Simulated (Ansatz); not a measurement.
`CC#[N+][Ga-]([OH])([OH])[OH]`, 13 atoms. Total charge 0; spin multiplicity 1. Correlated methods include outer-core shells of Ga, which these sets cover unevenly. Scalar relativity is left out up to krypton. All runs use 4 threads of an Arm Neoverse V1 on a shared host. Correlated methods freeze the cores.

**Question.** Give the basis size and wall time and peak host memory of each of these runs in Ansatz. RHF-MP2/def2-TZVPP energy; RHF-MP2/def2-QZVPP energy; RKS PBE0-D4/def2-TZVP relaxation (24 steps); RKS ωB97M-V/def2-QZVPP energy; direct RPA on PBE orbitals/def2-TZVPP energy; RKS ωB97M-V/def2-SVP energy; RKS PBE0-D4/def2-QZVPP energy; RKS PBE0-D4/def2-SVP energy; RKS PBE0-D4/def2-TZVP frequencies; RKS PBE-D4/def2-TZVPP energy and forces; RKS HSE06 (plane-wave form)-D4/def2-TZVPP energy; RHF-CCSD(T)/def2-SVP energy. (Best estimate.)

**Answer.** Ansatz gave: Other jobs shared the machine, so times are rough.

```csv
level,job,functions,wall time,peak host memory (GiB)
RKS PBE0-D4/def2-SVP,energy,146,2.5 s,0.67
RKS PBE-D4/def2-TZVPP,energy and forces,318,4.7 s,0.48
RKS HSE06 (plane-wave form)-D4/def2-TZVPP,energy,318,8 s,1.2
RHF-MP2/def2-TZVPP,energy,318,10 s,0.97
RKS ωB97M-V/def2-SVP,energy,146,11 s,0.67
direct RPA on PBE orbitals/def2-TZVPP,energy,318,16 s,0.95
RKS PBE0-D4/def2-QZVPP,energy,611,22 s,3
RKS ωB97M-V/def2-QZVPP,energy,611,47 s,3.2
RHF-CCSD(T)/def2-SVP,energy,146,52 s,1.3
RHF-MP2/def2-QZVPP,energy,611,66 s,4.8
RKS PBE0-D4/def2-TZVP,relaxation (24 steps),270,3.3 min,0.93
RKS PBE0-D4/def2-TZVP,frequencies,270,8.4 min,0.97
```
